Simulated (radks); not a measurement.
Excited configurations of Ba XVIII: one electron is placed in a higher orbital outside [Kr] 4d2. The ground configuration is [Kr] 4d3. Method: scalar-relativistic Kohn-Sham, PBEsol, spin-polarised, spherical densities, point nucleus; open shells are filled with parallel spins first (spin-orbit coupling, left out, can overturn this in heavy ions); computed with a radial shooting solver on a logarithmic mesh with Libxc functionals. Excitation = E - E(ground); binding = E(ion) - E, where the ion is the core of charge +18; n* = 18/sqrt(2 binding) in atomic units. These energies are relativistic, and a one-electron ion of charge +18 with no core already has n* below n in this formula (scalar-relativistic equation, point nucleus: 5s 4.993, 5p 4.996, 5d 4.998, 5f 4.999, 6s 5.992, 6p 5.995, 6d 5.998, 6f 5.999, 7s 6.992, 7p 6.995, 7d 6.997). The quantum defect is therefore taken as that value minus n*, so that it holds no relativistic shift of the bare ion.

outer orbital  excitation (eV)  binding (eV)  quantum defect  eigenvalue (eV)  <r> (bohr)
5s                      137.13        318.41           1.272          -309.77       1.178
5p                      164.38        291.15           1.104          -283.03       1.237
5d                      204.41        251.13           0.808          -243.65       1.329
5f                      246.58        208.95           0.406          -202.00       1.429
6s                      258.35        197.19           1.264          -192.47       1.890
6p                      271.92        183.61           1.095          -179.09       1.978
6d                      292.24        163.29           0.802          -159.01       2.119
6f                      313.86        141.67           0.421          -137.62       2.276
7s                      321.13        134.40           1.265          -131.30       2.761
7p                      328.90        126.63           1.095          -123.69       2.879
7d                      340.67        114.86           0.802          -112.09       3.069

The Delta-SCF ionisation energy is 455.53 eV (NIST Atomic Spectra Database: 455 eV, theoretical). Self-interaction in the functional shifts the binding energies and quantum defects, so they are the method's values and not measured ones. Open shells are spherical and high-spin; term and fine-structure splittings are not resolved. Spin-orbit splitting is averaged out at the scalar-relativistic level.
